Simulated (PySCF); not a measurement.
B3LYP has the VWN-RPA correlation part, as in Gaussian. Excitations are Tamm–Dancoff values on a coarser integration grid. The basis has no diffuse functions, so Rydberg states are missing or too high.

Z-matrix (Å, degrees):
```
C
H 1 1.0933
H 1 1.0934 2 107.95
C 1 1.4863 2 111.44 3 -122.38
C 4 1.3265 1 124.26 2 -9.69
H 5 1.0836 4 121.58 1 -178.71
H 5 1.0858 6 117.06 4 179.52
H 4 1.0873 5 119.88 6 -1.21
S 1 1.8139 2 109.50 3 112.98
C 9 1.7950 1 99.91 2 57.99
H 10 1.0903 9 106.83 1 175.91
H 10 1.0910 11 109.03 9 120.09
H 10 1.0918 11 108.86 12 119.74
```
Charge 0, spin multiplicity 1.

What S1–T1 gap (TDA), T1 excitation (TDA), S1 oscillator strength, S1 excitation (TDA), dipole moment, HOMO–LUMO gap, LUMO and total energy does B3LYP-D3(BJ)/def2-TZVP // PBE0-D4/def2-TZVP in PySCF 2.14.0 give?


S1–T1 gap (TDA): 0.61 eV
T1 excitation (TDA): 4.37 eV
S1 oscillator strength: 0.027
S1 excitation (TDA): 4.98 eV
dipole moment: 1.29 D
HOMO–LUMO gap: 5.89 eV
LUMO: -0.23 eV
total energy: -555.5207 Ha
